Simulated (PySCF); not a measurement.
Predicted microwave data (PBE0-D3(BJ)/def2-SVP geometry optimisation, gas phase (PySCF 2.14.0)) for one isomer of CH8Ge2:

```
Rotational constants : A = 16226, B = 1163, C = 1123 MHz
Dipole components    : |μa| = 0.00 D, |μb| = 0.74 D, |μc| = 0.00 D
Inertial defect      : -15.81 u·Å²
κ                    : -0.99
```

Question: Which candidate fits, each taken in the one conformer that was computed?
A. `[GeH3][CH2][GeH3]`
B. `[CH3][GeH2][GeH3]`

Answer: A. It is [GeH3][CH2][GeH3], a near-prolate asymmetric top. The candidates at the same level (rigid rotor, commonest isotopes):

| SMILES | A (MHz) | B (MHz) | C (MHz) | μa (D) | μb (D) | μc (D) | Δ (u·Å²) | point group | rotor |
| --- | --- | --- | --- | --- | --- | --- | --- | --- | --- |
| [GeH3][CH2][GeH3] | 16226 | 1163 | 1123 | 0.00 | 0.74 | 0.00 | -15.81 | – | near-prolate asymmetric top |
| [CH3][GeH2][GeH3] | 9495 | 1669 | 1486 | 0.65 | 0.54 | 0.00 | -15.75 | near Cs | near-prolate asymmetric top |

`[CH3][GeH2][GeH3]` has B 44 % too high. No structure here is proved a minimum.
